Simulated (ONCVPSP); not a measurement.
**Cd (Z = 48): one change to an ONCV potential, before and after**

* Element: cadmium (Cd)
* Generator: ONCVPSP 4.0.1
* Type: optimised norm-conserving Vanderbilt (ONCV)
* Functional: LDA (Perdew-Wang 92)
* Relativity: scalar-relativistic
* Frozen core: [Kr]
* Valence charge: 12
* Reference configuration: 4d10 5s1 5p1
* Partial waves: 5s: rc 2.05 bohr, ncon 3, nbas 7, qcut 3.1 1/bohr, 2 projectors, debl 4 Ha; 5p: rc 2.15 bohr, ncon 4, nbas 7, qcut 4.5 1/bohr, 1 projector; 4d: rc 1.05 bohr, ncon 5, nbas 8, qcut 9.6 1/bohr, 2 projectors, debl 1.6 Ha
* Local potential: polynomial inside 0.85 bohr (lpopt 5, dvloc0 0 Ha)
* Core correction: Teter function, fcfact 2, rcfact 1.65

Change: p: rc 2.52.

Cutoffs: the cutoffs (Ha) at which the residual kinetic energy of the hardest occupied pseudo-wave falls to 1 and 0.1 mHa per electron; they do not see the model core or the augmentation charge, which bear on the density cutoff. Errors are all-electron minus pseudo energies relative to the spin-unpolarised reference configuration.

Question: What does the change do?

Answer: The potential gets neither clearly harder nor softer (42 Ha and 98 Ha → 42 Ha and 98 Ha); both files keep a bound ghost (p, s); the number of tests with a reliable result goes from 4 to 2.

| quantity | base | changed |
| --- | --- | --- |
| cutoff, loose | 42 Ha | 42 Ha |
| cutoff, tight | 98 Ha | 98 Ha |
| loose cutoff by channel | s 4.8 Ha, p 3.4 Ha, d 42 Ha | s 4.8 Ha, p 4.1 Ha, d 42 Ha |
| bound ghosts | s, p | s, p |
| GHOST(+) flags under 300 eV | s at 110.1 eV | s at 110.1 eV |
| tests with a reliable result | 4 of 4 | 2 of 4 |
| error for 4d10 5s2 5p0, meV [ΔE -4.79 eV] | -1.6 | -1.9 |
| error for 4d10 5s1 5p0, meV [ΔE 4.83 eV] | -2.1 | -2.4 |
| s: phases at 2.08 bohr within 0.05 rad from the reference energy up to (Ha; the scan ends near 5) | n/a | n/a |
| d: phases at 1.06 bohr within 0.05 rad from the reference energy up to (Ha; the scan ends near 5) | to the end of the scan | to the end of the scan |
| rms error of d²Exc/dni dnj with the model core, mHa | 1.24 | 1.24 |

 A true bound ghost makes a file unfit for plane-wave use even where its test errors are small: the radial tests pick states by their node count and pass the ghost by.
